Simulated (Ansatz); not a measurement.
WS₂N₂H₄⁺, that is WS2(NH2)2 with one electron fewer. The state is a doublet with charge 1. Geometry PBE-D4/def2-SVP, that of the neutral singlet; atoms count from 1.

| atom | x (Å) | y (Å) | z (Å) |
| --- | --- | --- | --- |
| W1 | 0.338 | -0.438 | -0.280 |
| S2 | 2.489 | -0.536 | -0.126 |
| S3 | -0.533 | -1.995 | -1.494 |
| N4 | -0.123 | 1.273 | -1.087 |
| H5 | -0.974 | 1.444 | -1.631 |
| H6 | 0.437 | 2.126 | -0.992 |
| N7 | -0.395 | -0.602 | 1.516 |
| H8 | 0.087 | -0.295 | 2.366 |
| H9 | -1.325 | -0.976 | 1.727 |

In the def2 sets W takes a core potential; there is no spin–orbit coupling.

(1) Estimate the Mulliken populations from the PBE0/def2-TZVP orbitals of Ansatz.

(2) Where does the spin sit?

(3) And the Mayer bond orders between bonded heavy atoms (over 0.3)?

## Answers

(1) 
```csv
atom,charge (e),spin (α − β),d electrons
W1,1.09,-0.26,3.89
S2,0.01,0.64,–
S3,0.01,0.64,–
N4,-0.67,-0.01,–
H5,0.31,0.00,–
H6,0.31,0.00,–
N7,-0.67,-0.01,–
H8,0.31,0.00,–
H9,0.31,0.00,–
```
Mulliken values and Mayer orders depend strongly on the basis.

(2) Summed by element: W -0.26, S 1.28, N -0.02, H 0.00, of 1 unpaired in all. Largest on single atoms: S2 0.64, S3 0.64, W1 -0.26.

(3) W1–S2 1.89 (2.16 Å); W1–S3 1.89 (2.16 Å); W1–N4 1.23 (1.95 Å); W1–N7 1.23 (1.95 Å).
